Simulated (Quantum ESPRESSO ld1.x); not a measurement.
The numbers below are computed, except where a source is named.
All-electron atom: the cadmium ion Cd+ in [Kr] 4d9.5 5s1 5p0.5 (fractional occupations, a model configuration). Code: ld1.x of Quantum ESPRESSO 7.5. Model: scalar-relativistic Kohn-Sham, exchange-only LDA, spin-polarised, spherical densities, point nucleus; open shells are filled with parallel spins first. Some entries of the table are withheld. Estimate them.

| orbital | occ. | eigenvalue (eV) | r(max) (bohr) | <1/r> (bohr^-1) |
|---|---|---|---|---|
| 1s up | 1 | -26502.9 | 0.01970 | 50.59 |
| 1s down | 1 | -26502.8 | 0.01970 | 50.59 |
| 2s up | 1 | -3944.32 | 0.1114 | 11.51 |
| 2s down | 1 | -3944.21 | 0.1114 | 11.51 |
| 2p up | 3 | -3542.46 | 0.08900 | 11.11 |
| 2p down | 3 | -3542.37 | 0.08900 | 11.11 |
| 3s up | 1 | -743.174 | 0.3243 | 4.055 |
| 3s down | 1 | -743.073 | 0.3243 | 4.055 |
| 3p up | 3 | -611.365 | 0.3174 | 3.865 |
| 3p down | 3 | -611.257 | 0.3174 | 3.865 |
| 3d up | 5 | -404.438 | 0.2655 | 3.640 |
| 3d down | 5 | -404.313 | 0.2655 | 3.640 |
| 4s up | 1 | -116.542 | 0.7942 | 1.579 |
| 4s down | 1 | -116.086 | 0.7941 | 1.580 |
| 4p up | 3 | -77.6396 | 0.8439 | 1.422 |
| 4p down | 3 | -77.1366 | 0.8436 | 1.425 |
| 4d up | 5 | -22.2646 | 0.9777 | 1.069 |
| 4d down | 4.5 | -21.4811 | 0.9749 | 1.082 |
| 5s up | 1 | -14.3450 | (1) | 0.4942 |
| 5s down | 0 | -12.2506 | (2) | 0.5030 |
| 5p up | 0.5 | -8.3281 | 2.756 | 0.3834 |
| 5p down | 0 | -6.1542 | 2.732 | 0.3757 |
| 6s up | 0 | (3) | 5.958 | 0.1960 |
| 6s down | 0 | (4) | 6.728 | 0.1639 |
| 4f up | 0 | -0.9391 | 12.68 | 0.08014 |
| 4f down | 0 | -0.8559 | 15.78 | 0.06377 |

Answer. 
(1) 5s up r(max) (bohr): 2.209
(2) 5s down r(max) (bohr): 2.167
(3) 6s up eigenvalue (eV): -3.5994
(4) 6s down eigenvalue (eV): -2.7592
